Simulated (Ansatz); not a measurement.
Input (CCSDT(Q)/cc-pVDZ; Ansatz, a quantum-chemistry and plane-wave program):

Ansatz 0.2 input:
```yaml
crystal:
  periodic: [false, false, false]
  atoms:
    - {symbol: C, position_ang: [0.78408298, 0.35193690, 1.70498505]}
    - {symbol: C, position_ang: [0.13373763, 0.17154992, 0.70928850]}
    - {symbol: C, position_ang: [-0.66627775, -0.03173103, -0.44568616]}
    - {symbol: C, position_ang: [-0.19200360, -0.41027693, -1.63365697]}
    - {symbol: H, position_ang: [1.36587385, 0.50899187, 2.57952368]}
    - {symbol: H, position_ang: [-1.73113602, 0.14032735, -0.32205665]}
    - {symbol: H, position_ang: [0.86328780, -0.58992999, -1.79047480]}
    - {symbol: H, position_ang: [-0.85526118, -0.54826242, -2.47657475]}
basis:
  gaussian:
    orbitals: cc-pVDZ
magnetization: {spin_polarized: false}
correlation: {method: ccsdt_q, electrons: outside_noble_gas}
```

Output:

```
Functional definition: HF
integrals: 0.09 GiB planned
1413 factors; integrals over basis functions are off by at most 2.1e-7 eV
mean field: 0.23 GiB planned
mean field evaluation 1: about -4180.9970 eV, gradient 2.4e1 eV
mean field evaluation 2: about -4180.9998 eV, gradient 2.4e1 eV
mean field evaluation 4: about -4182.9515 eV, gradient 2.1e0 eV
mean field evaluation 8: about -4182.9676 eV, gradient 5.4e-2 eV
mean field evaluation 16: about -4182.9652 eV, gradient 4.6e-1 eV
mean field -4182.96759652 eV, -153.7212238549 hartree, gradient 2.0e-6 eV, S^2 0.000000; 0 other end points of the search recorded, 0 dependent functions left out; unrestricted orbitals would lower it
4 core orbitals not correlated
reference -4182.96759652 eV, -153.7212238549 hartree; 10, 10 occupied and 62, 62 virtual orbitals, 1413 factors
second order -13.95376676 eV of doubles, -0.00000000 eV of singles
coupled cluster: 2.20 GiB planned
cycle   1  -14.30313330 eV  change   -3.5e-1 eV  update   1.1e-1
cycle   2  -15.07362664 eV  change   -7.7e-1 eV  update   5.5e-2
cycle   3  -15.52762881 eV  change   -4.5e-1 eV  update   2.5e-2
cycle   4  -15.50639317 eV  change    2.1e-2 eV  update   1.0e-2
cycle   5  -15.48903645 eV  change    1.7e-2 eV  update   5.5e-3
cycle   6  -15.50045571 eV  change   -1.1e-2 eV  update   1.9e-3
cycle   7  -15.50476517 eV  change   -4.3e-3 eV  update   9.7e-4
cycle   8  -15.50299434 eV  change    1.8e-3 eV  update   4.2e-4
cycle   9  -15.50236967 eV  change    6.2e-4 eV  update   2.2e-4
cycle  10  -15.50272635 eV  change   -3.6e-4 eV  update   9.1e-5
cycle  11  -15.50250699 eV  change    2.2e-4 eV  update   3.9e-5
cycle  12  -15.50254695 eV  change   -4.0e-5 eV  update   1.7e-5
cycle  13  -15.50256494 eV  change   -1.8e-5 eV  update   7.4e-6
cycle  14  -15.50256496 eV  change   -1.5e-8 eV  update   3.1e-6
cycle  15  -15.50256414 eV  change    8.2e-7 eV  update   1.5e-6
coupled cluster: 2.20 GiB planned
perturbative correction -0.05279911 eV, -0.0019403316 hartree
Total energy: -4198.52295977 eV, -154.2928729106 hartree
```
